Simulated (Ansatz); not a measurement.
Compare A (`[SiH3][SiH2][O][GeH3]`) with its isomer B (`[SiH3]O[SiH2][GeH3]`).

Calculated with Ansatz (gas phase, PBE0-D4/def2-TZVP geometries, no zero-point term in ΔE). CBS: MP2 limit from def2 TZ/QZ plus the TZ coupled-cluster correction, frozen cores. Functionals use def2-TZVPP. B3LYP here is the variant with VWN-RPA as its local correlation; programs differ in this. For Ge outer-core shells are correlated without core-valence functions, which leaves a few kJ/mol of doubt a bond. Scalar relativity is left out up to krypton. Each species was taken in one conformer, which may not be the lowest.

**Question.** Which is lower in electronic energy at CCSD(T)/CBS, and by how much? (An estimate is asked.)

**Answer.** Computed: B, by 20.3 kcal/mol.

**Question.** Give E(B) − E(A) in kcal/mol with CCSD(T)/def2-TZVPP, LDA (SPW92), r2SCAN-D4, CCSD/def2-TZVPP, BLYP-D4, ωB97M-V, B3LYP-D4. (Best estimate.)

**Answer.** Computed: CCSD(T)/def2-TZVPP -19.3, LDA (SPW92) -18.9, r2SCAN-D4 -19.5, CCSD/def2-TZVPP -19.9, BLYP-D4 -19.1, ωB97M-V -20.4, B3LYP-D4 -20.0. None reverses the order clearly.

**Question.** Does the order hold for the free energy at 298.15 K (harmonic terms from PBE0-D4)? (An estimate is asked.)

**Answer.** Computed: Yes: G(B) − G(A) = -20.3 kcal/mol, for one conformer each. Modes under 60 cm⁻¹, often nearly free rotors, make the harmonic entropy too high.

Largest T1 diagnostic: 0.013.

From BLYP to BHLYP (50 % exact exchange), in def2-TZVPP and without D4, E(B) − E(A) moves by −1.7 kcal/mol. At CCSD(T), def2-SVP lies +4.2 kcal/mol from the extrapolated value and def2-TZVPP +1.0 kcal/mol.
